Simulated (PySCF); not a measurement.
Calculated NMR parameters of CC(C)OC1=CO[BH2-][O+]=C1

```yaml
Formula: C6H11BO3
SMILES: CC(C)OC1=CO[BH2-][O+]=C1
Point_group_of_the_computed_structure: C1
Carbon_signals: 4
Proton_signals: 4
```

Atom-mapped SMILES (the numbers label the heavy atoms): `[CH3:1][CH:2]([CH3:3])[O:4][C:5]1=[CH:6][O:7][BH2-:8][O+:9]=[CH:10]1`. Hydrogens are named by the atom that carries them.

Averaged over atoms made equivalent by symmetry, fast rotation or ring inversion, gas phase, non-relativistic, a single conformation. PBE0-D3(BJ)/def2-SVP geometry; shieldings: GIAO PBE0/pcSseg-1; PySCF 2.14.0 with density-fitted response routines.

Referencing at the same level of theory: TMS for 1H (σ = 31.27 ppm), 13C (σ = 184.41 ppm); 11B (σ = 100.73 ppm) against BF3·OEt2; 17O (σ = 334.56 ppm) vs H2O.

```tsv
carbon	δC, type	δH (multiplicity)	HMBC from (2–3 bonds)	span of the C tensor (ppm)
C1/C3	22.2, CH3	1.19 (d)	H(C2), H(C1)/H(C3)	39
C2	80.2, CH	3.15 (sept)	H(C1)/H(C3)	80
C5	145.0, C	–	H(C6)/H(C10), H(C2)	158
C6/C10	184.4, CH	7.82 (s)	H(C6)/H(C10), H(B8)	197
```

Other nuclei:
```csv
atoms,nucleus,environment,δ (ppm),σ (ppm)
H(B8),1H,"hydrogen on a boron bonded to 2 O, in a 6-membered ring",3.63,27.64
B8,11B,"boron bonded to 2 O, 2 H, in a 6-membered ring",-1.3,102.1
O7/O9,17O,"oxygen bonded to C, B, in a 6-membered ring",272.8,61.8
O4,17O,ether oxygen,93.1,241.5
```

- δC 184.4, 145.0: alkene carbon bearing oxygen; an sp2 carbon further deshielded by the attached heteroatom.
- δC 80.2: sp3 CH bonded to O; deshielded by the electronegative neighbour.
- δC 22.2: methyl carbon; aliphatic region, no heteroatom directly attached.
- δH 7.82: hydrogen on an alkene carbon bearing oxygen; a vinylic proton, deshielded by the sp2 carbon and the C=C anisotropy.
- δH 3.15: hydrogen on an sp3 CH bonded to O; its carbon carries O, hence the downfield position.

Hydrogens on boron are broadened and split by 11B (spin 3/2, 80 %) and 10B (spin 3). Shifts are as computed. Against solution values, carbons near 30 ppm lie about +2 ppm off and those near 130 ppm about +5 ppm. Of 1313 compounds with measured shifts, 239 miss one by over three times the rms of a fit or turn the order of signals round; such compounds aren't used in these exercises. Unscaled 17O shifts of doubly bonded oxygen tend to come out too high, by tens of ppm or more. Experimental scales use liquid or dissolved standards, which lie at an offset from isolated H2O (liquid H2O: subtract about 36 ppm). Multiplicities follow the n + 1 count of equivalent neighbours, as no J values were calculated; m marks all less simple cases, F and P coupling included.
